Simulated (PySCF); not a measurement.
Input for PySCF: R-HF/3-21G on GeH6S (a complex).

```python
from pyscf import gto, scf, dft, mp
from pyscf.data.elements import chemcore

mol = gto.M(
    atom='''
    S     0.26693065    1.87326823    0.68986305
    H    -1.06393121    1.85931235    0.86539823
    H     0.24615322    0.72600221   -0.00715752
    Ge   -0.17182979   -0.71645186    3.52608899
    H    -0.94405245    0.55983679    3.88675076
    H     1.33075767   -0.41969899    3.45265969
    H    -0.66345144   -1.24776501    2.17088300
    H    -0.43139148   -1.78578811    4.60205124
    ''',
    basis='3-21g',
    charge=0, spin=0, verbose=3, max_memory=1800)
mf = scf.RHF(mol)
mf.conv_tol = 1e-8
mf.max_cycle = 100
mf.kernel()
if not mf.converged:
    mf = mf.newton().run(mf.mo_coeff, mf.mo_occ)
```

It printed:

```
converged SCF energy = -2464.32542026246
```

The calculation finished and met its thresholds.

Cost: very roughly 0.26 core-seconds.
